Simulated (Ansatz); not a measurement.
`[SiH3]SB1BC1` + `OCF` → `FB1BC1` + `OCS[SiH3]`  (formal exchange of groups at a B–S bond)

Program: Ansatz. Geometries: PBE0-D4/def2-TZVP. ΔE: electronic, gas phase. CBS: MP2 limit from def2 TZ/QZ plus the TZ coupled-cluster correction, frozen cores. Functionals use def2-TZVPP. One conformer a species, not always the lowest.

```json
{"level": "revPBE-D4", "ΔE (kJ/mol)": "-51.1"}
{"level": "BLYP-D4", "ΔE (kJ/mol)": "-56.4"}
{"level": "B97M-V", "ΔE (kJ/mol)": "-54.1"}
{"level": "PBE0-D4", "ΔE (kJ/mol)": "-48.7"}
{"level": "RPA@PBE/def2-TZVPP", "ΔE (kJ/mol)": "-46.8"}
{"level": "HF/def2-SVP", "ΔE (kJ/mol)": "-29.0"}
{"level": "MP2/def2-TZVPP", "ΔE (kJ/mol)": "-54.2"}
{"level": "SCS-MP2/def2-TZVPP", "ΔE (kJ/mol)": "-51.9"}
```

Problem. What does CCSD(T)/CBS give? (Best estimate.)

Solution. Ansatz gave: -55.5 kJ/mol. The listed levels differ from it by 4.4, -0.9, 1.4, 6.8, 8.7, 26.5, 1.3, 3.6 kJ/mol.

Largest T1 diagnostic among the species: 0.014.

At CCSD(T), def2-SVP lies +10.7 kJ/mol from the extrapolated value and def2-TZVPP +4.8 kJ/mol. Leaving LDA and LC-ωPBE aside and taking each functional with its dispersion term where it has one, the values, not all of them listed here, spread over 8.5 kJ/mol, from BLYP-D4 to ωB97X-V. The D4 term adds +3.1 kJ/mol with B3LYP and +1.9 kJ/mol with PBE0; it sums over pairs of atoms, weighted by their polarisabilities, and B3LYP, whose exchange is more repulsive, gets the larger term.

B3LYP here is the variant with VWN-RPA as its local correlation; programs differ in this.
